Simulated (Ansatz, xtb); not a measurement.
**Two isomers of C2H5Cl3Si**

We compare I, `ClCC[SiH](Cl)Cl`, a singlet, with II, `CC[Si](Cl)(Cl)Cl`, a singlet. Both are isolated molecules in the gas phase, relaxed with PBE0-D4/def2-SVP, each in the lowest conformer that the search found.

I (Å):

```yaml
atoms:
  - { symbol: C, position_ang: [-2.0149, 0.9522, 0.5267] }
  - { symbol: C, position_ang: [-0.6337, 0.8778, 1.1423] }
  - { symbol: Cl, position_ang: [-2.2818, 2.5346, -0.2746] }
  - { symbol: Cl, position_ang: [0.4638, -0.0355, -1.7139] }
  - { symbol: Cl, position_ang: [2.5109, 0.5373, 0.8910] }
  - { symbol: Si, position_ang: [0.7826, 1.1541, -0.0561] }
  - { symbol: H, position_ang: [-2.8078, 0.8396, 1.2786] }
  - { symbol: H, position_ang: [-2.1489, 0.1833, -0.2468] }
  - { symbol: H, position_ang: [-0.4845, -0.1193, 1.5925] }
  - { symbol: H, position_ang: [-0.5292, 1.6136, 1.9580] }
  - { symbol: H, position_ang: [0.9939, 2.5482, -0.5041] }
```

II (Å):

```yaml
atoms:
  - { symbol: C, position_ang: [0.0578, -1.0982, 0.9841] }
  - { symbol: C, position_ang: [0.5919, -0.3758, -0.2489] }
  - { symbol: Cl, position_ang: [-2.3227, 0.6803, -1.1126] }
  - { symbol: Cl, position_ang: [0.4505, 2.0265, -2.3820] }
  - { symbol: Cl, position_ang: [-0.3327, 2.5147, 0.8216] }
  - { symbol: Si, position_ang: [-0.3611, 1.1478, -0.7135] }
  - { symbol: H, position_ang: [0.6605, -1.9903, 1.2107] }
  - { symbol: H, position_ang: [-0.9826, -1.4249, 0.8361] }
  - { symbol: H, position_ang: [0.0788, -0.4453, 1.8698] }
  - { symbol: H, position_ang: [0.5848, -1.0326, -1.1361] }
  - { symbol: H, position_ang: [1.6400, -0.0592, -0.1087] }
```

Problem. Which of the two would you expect CCSD(T)/def2-SVP + ΔMP2/def2-TZVPP electronic energies to favour?

Solution. Structure II; the calculation gives E(II) − E(I) = −1.644 eV.

How the difference moves with the method:

```
                             level          geometry  E(II) − E(I) (eV)  departure from the last row (eV)  job, with rough time for the two
                          GFN2-xTB          GFN2-xTB              −0.922                            +0.721               optimisation, 0.2 s
                         HF/STO-3G          GFN2-xTB              −1.513                            +0.131              single point, 0.46 s
                r2SCAN-D4/def2-SVP          GFN2-xTB              −1.688                            −0.045               single point, 6.1 s
                  PBE0-D4/def2-SVP  PBE0-D4/def2-SVP              −1.669                            −0.025                optimisation, 48 s
                       HF/def2-SVP  PBE0-D4/def2-SVP              −1.663                            −0.019           part of the CCSD(T) run
                      MP2/def2-SVP  PBE0-D4/def2-SVP              −1.696                            −0.052           part of the CCSD(T) run
                  CCSD(T)/def2-SVP  PBE0-D4/def2-SVP              −1.623                            +0.021                      single point
CCSD(T)/def2-SVP + ΔMP2/def2-TZVPP  PBE0-D4/def2-SVP              −1.644                                                  single point, 63 s
```

As drawn, II has 1 Cl–Si, 1 C–H in place of 1 C–Cl, 1 Si–H.

None of the levels shown reverses the order. The largest departure from CCSD(T)/def2-SVP + ΔMP2/def2-TZVPP is that of GFN2-xTB, 0.721 eV. The last row adds to CCSD(T) the change of the MP2 difference between the two basis sets, here −0.021 eV.

With thermal terms from frequencies at re-optimised GFN2-xTB minima (ideal gas, soft modes damped towards free rotors, one conformer each, 298.15 K, 1 atm): the zero-point term adds +0.077 eV; ΔH is −1.553 and ΔG −1.577 eV.

The correlated steps freeze 22 core orbitals. Codes used: Ansatz 0.2.0, xtb 6.7.1; the last row on 2 threads of Arm Neoverse V2 on a shared host.
